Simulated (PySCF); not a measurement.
CH4F2OSn (SMILES [CH3][Sn]([OH])([F])[F]), singlet, at a GFN2-xTB geometry (such geometries of metal compounds can be far from the true shape) (core potentials on Sn); DF-B3LYP/def2-TZVPD (PySCF).

Input for PySCF:
```python
from pyscf import gto, scf, dft

mol = gto.M(
    atom='''
C    -2.10260466   -0.63348137   -0.01693539
Sn   -0.03105665   -0.03330528   -0.01132416
O     1.31181196   -1.23367567   -0.72059899
F     0.30505315    1.64016827   -0.97684497
F     0.66091734    0.40402668    1.77105832
H    -2.40395216   -0.75365054    1.01789993
H    -2.66311381    0.15558279   -0.50645376
H    -2.16181490   -1.56737300   -0.56384233
H     2.20911099   -0.89675621   -0.66291162
''',
    basis='def2-tzvpd',
    ecp={'Sn': 'def2-tzvpd'},
    verbose=4,
    max_memory=1800,
)

mf = dft.RKS(mol)
mf.xc = 'b3lyp'
mf = mf.density_fit(auxbasis='def2-universal-jkfit')
mf.kernel()
```

Task: Predict the main parts of the log of this PySCF run.

Result: 
```
PySCF version 2.14.0

[INPUT] verbose = 4
[INPUT] num. atoms = 9
[INPUT] num. electrons = 58
[INPUT] charge = 0
[INPUT] spin (= nelec alpha-beta = 2S) = 0
[INPUT] symmetry False subgroup None
[INPUT] Mole.unit = angstrom
[INPUT] Symbol           X                Y                Z      unit          X                Y                Z       unit  Magmom
[INPUT]  1 C     -2.102604660000  -0.633481370000  -0.016935390000 AA   -3.973346955634  -1.197106294314  -0.032003248913 Bohr   0.0
[INPUT]  2 Sn    -0.031056650000  -0.033305280000  -0.011324160000 AA   -0.058688562846  -0.062937857702  -0.021399560991 Bohr   0.0
[INPUT]  3 O      1.311811960000  -1.233675670000  -0.720598990000 AA    2.478965331329  -2.331309142839  -1.361734736738 Bohr   0.0
[INPUT]  4 F      0.305053150000   1.640168270000  -0.976844970000 AA    0.576466906936   3.099468828502  -1.845969459459 Bohr   0.0
[INPUT]  5 F      0.660917340000   0.404026680000   1.771058320000 AA    1.248952763576   0.763499772217   3.346815175432 Bohr   0.0
[INPUT]  6 H     -2.403952160000  -0.753650540000   1.017899930000 AA   -4.542811198957  -1.424193114231   1.923552089914 Bohr   0.0
[INPUT]  7 H     -2.663113810000   0.155582790000  -0.506453760000 AA   -5.032555739447   0.294008862796  -0.957058901156 Bohr   0.0
[INPUT]  8 H     -2.161814900000  -1.567373000000  -0.563842330000 AA   -4.085238093004  -2.961905705038  -1.065507581137 Bohr   0.0
[INPUT]  9 H      2.209110990000  -0.896756210000  -0.662911620000 AA    4.174614749867  -1.694623637403  -1.252721406592 Bohr   0.0

nuclear repulsion = 296.733327046318
number of shells = 93
number of NR pGTOs = 358
number of NR cGTOs = 249
basis = def2-tzvpd
ecp = {'Sn': 'def2-tzvpd'}

******** <class 'pyscf.df.df_jk.DFRKS'> ********
method = DFRKS
initial guess = minao
damping factor = 0
level_shift factor = 0
DIIS = <class 'pyscf.scf.diis.CDIIS'>
diis_start_cycle = 1
diis_space = 8
diis_damp = 0
SCF conv_tol = 1e-09
SCF conv_tol_grad = None
SCF max_cycles = 50
direct_scf = False
XC library pyscf.dft.libxc version 7.1.2
    S. Lehtola, C. Steigemann, M. J. T. Oliveira, and M. A. L. Marques,  SoftwareX 7, 1–5 (2018)
XC functionals = b3lyp
    P. J. Stephens, F. J. Devlin, C. F. Chabalowski, and M. J. Frisch,  J. Phys. Chem. 98, 11623 (1994)
radial grids:
    Treutler-Ahlrichs [JCP 102, 346 (1995); DOI:10.1063/1.469408] (M4) radial grids

becke partition: Becke, JCP 88, 2547 (1988); DOI:10.1063/1.454033
pruning grids: <function nwchem_prune>
grids dens level: 3
symmetrized grids: False
atomic radii adjust function: <function treutler_atomic_radii_adjust>
small_rho_cutoff = 0
Set gradient conv threshold to 3.16228e-05
Initial guess from minao.
tot grids = 117920
******** <class 'pyscf.df.df.DF'> ********
auxbasis = def2-universal-jkfit
init E= -493.026543470181
  HOMO = -0.728451865508424  LUMO = -0.579466819981697  gap/eV = 4.05409
cycle= 1 E= -528.823396821861  delta_E= -35.8  |g|= 2.63  |ddm|= 32.9
  HOMO = -0.0969042617148879  LUMO = -0.0521661481154183  gap/eV = 1.21739
cycle= 2 E= -528.411635586129  delta_E= 0.412  |g|= 3.35  |ddm|= 9.17
  HOMO = -0.335074670561035  LUMO = -0.0754706278341253  gap/eV = 7.06419
cycle= 3 E= -530.014952650562  delta_E= -1.6  |g|= 0.355  |ddm|= 3.39
  HOMO = -0.287942879745366  LUMO = -0.0877526368326862  gap/eV = 5.44745
cycle= 4 E= -530.000787236685  delta_E= 0.0142  |g|= 0.451  |ddm|= 0.592
  HOMO = -0.343169672846929  LUMO = -0.0847473853324594  gap/eV = 7.03203
cycle= 5 E= -530.038468513641  delta_E= -0.0377  |g|= 0.0451  |ddm|= 0.344
  HOMO = -0.337265498742527  LUMO = -0.0820526777354296  gap/eV = 6.94469
cycle= 6 E= -530.038802348651  delta_E= -0.000334  |g|= 0.0187  |ddm|= 0.0406
  HOMO = -0.337542437295122  LUMO = -0.081944979368604  gap/eV = 6.95516
cycle= 7 E= -530.03886216462  delta_E= -5.98e-05  |g|= 0.00587  |ddm|= 0.016
  HOMO = -0.337352591721614  LUMO = -0.0822060118074184  gap/eV = 6.94289
cycle= 8 E= -530.038867028096  delta_E= -4.86e-06  |g|= 0.0016  |ddm|= 0.005
  HOMO = -0.337478719648445  LUMO = -0.0821949748820749  gap/eV = 6.94662
cycle= 9 E= -530.038867717769  delta_E= -6.9e-07  |g|= 0.000239  |ddm|= 0.00209
  HOMO = -0.337525992256417  LUMO = -0.0821939105014025  gap/eV = 6.94794
cycle= 10 E= -530.038867728634  delta_E= -1.09e-08  |g|= 3.69e-05  |ddm|= 0.000259
  HOMO = -0.337520671859967  LUMO = -0.0821901855114255  gap/eV = 6.94790
cycle= 11 E= -530.03886772887  delta_E= -2.36e-10  |g|= 1.08e-05  |ddm|= 4.57e-05
  HOMO = -0.337518629031961  LUMO = -0.0821913825273661  gap/eV = 6.94781
Extra cycle  E= -530.038867728839  delta_E= 3.12e-11  |g|= 1.76e-05  |ddm|= 2.13e-05
converged SCF energy = -530.038867728839
```
